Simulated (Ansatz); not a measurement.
`BrB1CC1` + H₂O → `OB1CC1` + HBr at 400 K and 1 bar (formal hydrolysis of a B–Br bond).

Computed with Ansatz on PBE0-D4/def2-TZVP structures; ΔE is electronic, products minus reactants. CCSD(T)/CBS is the MP2 limit (def2-TZVPP, def2-QZVPP) plus CCSD(T) − MP2 in def2-TZVPP, frozen cores. This one scheme is used for every species. For Br outer-core shells are correlated without core-valence functions, which leaves a few kJ/mol of doubt a bond. Scalar relativity is left out up to krypton. Each species was taken in one conformer, which may not be the lowest.

| species | CCSD(T)/CBS energy (Eh) | H − E (kJ/mol) | S (J/(mol·K)) |
| --- | --- | --- | --- |
| `BrB1CC1` | -2676.61017 | 171.7 | 320.6 |
| H₂O | -76.37941 | 69.8 | 198.6 |
| `OB1CC1` | -179.08502 | 209.7 | 305.1 |
| HBr | -2573.91920 | 27.6 | 207.2 |

H − E and S are ideal-gas, rigid-rotor, harmonic terms from PBE0-D4/def2-TZVP, for one conformer and one mirror image of each species. 1 Eh = 2625.50 kJ/mol, R = 8.31446 J/(mol·K).

Problem. By hand: ΔE, ΔH, ΔS and ΔG.

Solution. ΔE = (-179.08502) + (-2573.91920) − (-2676.61017) − (-76.37941) = -0.01464 Eh = -38.4 kJ/mol. Δ(H − E) = 209.7 + 27.6 − 171.7 − 69.8 = -4.2, so ΔH = -42.6 kJ/mol. ΔS = 305.1 + 207.2 − 320.6 − 198.6 = -6.9 J/(mol·K). ΔG = -42.6 − 400 × (-6.9)/1000 = -39.8 kJ/mol.

Problem. By hand: the equilibrium constant, and the temperature at which ΔG would vanish if ΔH and ΔS stayed fixed.

Solution. log₁₀ K = −ΔG/(RT ln 10) = 5.2. ΔG = 0 at ΔH/ΔS = 6174 K, far beyond where these terms or the molecules hold.

The number of gas molecules stays the same, so ΔS is small and ΔH decides. A doubt of 5 kJ/mol in ΔE shifts log₁₀ K by 0.7 here. Other conformers and mirror images would add mixing entropy, several J/(mol·K) or more a flexible species. These are equilibria of isolated gas molecules and say nothing of rates. Largest T1 diagnostic: 0.012 (customary marks: 0.02 for closed shells, 0.045 for open ones).
